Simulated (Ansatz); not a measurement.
Born–Oppenheimer molecular dynamics of ClGaH2O (5 atoms, charge 0, multiplicity 1). It starts from a relaxed structure.

Theory: RKS PBE0-D4/def2-TZVP (Ansatz).

- ensemble: NVE (Milne-controlled integrator)
- time step: 0.25 fs
- steps asked: 150
- starting velocities drawn for: 1000 K
- seed: 908230

First frame:

```xyz
5
Properties=species:S:1:pos:R:3
Ga 0.073 -0.067 -0.062
Cl -0.146 -0.091 2.072
H 1.425 0.194 -0.753
O -1.418 -0.369 -0.971
H -2.185 -0.514 -0.412
```

Q: What does the run give?

A: The run went to its last step.

```
steps done                                               : 150
time covered                                             : 37.5 fs
mean temperature over the second half                    : 378 K
spread of the potential energy over the second half      : 12.8 meV per atom
mean potential energy of the second half above the start : 48.2 meV per atom
```

The conserved energy stayed within 0.0065 meV per atom of its start (net change -0.0002 meV per atom), so the integration is sound. A run of 0.037 ps of so small a system gives no equilibrium averages.

Q: What happens to the structure?

A: The same pairs are bonded in the first frame and the last. Pairs count as bonded within 1.25 times the sum of covalent radii (0.12 Å more for H–H). Another seed would give other details.

Q: How do temperature and energy run in time?

A: 
```tsv
time (fs)	T (K)	potential energy less start (eV)	conserved less start (meV/atom)
0	1000	0.000	0.00
1.75	697	0.118	0.00
3.5	583	0.162	0.00
5.25	398	0.234	0.00
7	525	0.184	0.00
8.75	842	0.061	0.00
10.5	546	0.176	0.00
12.25	352	0.251	0.00
14	292	0.275	0.00
15.75	534	0.181	0.00
17.5	593	0.158	0.00
19.25	178	0.319	0.00
21	219	0.303	0.00
22.75	217	0.304	0.00
24.5	475	0.204	0.00
26.25	632	0.143	0.00
28	208	0.307	0.00
29.75	308	0.268	0.00
31.5	472	0.205	0.00
33.25	630	0.144	0.00
35	522	0.185	0.00
36.75	258	0.288	0.00
```

Time of the run: 2.9 min on 4 threads of Arm Neoverse V2 (shared host), peak memory 0.28 GiB.
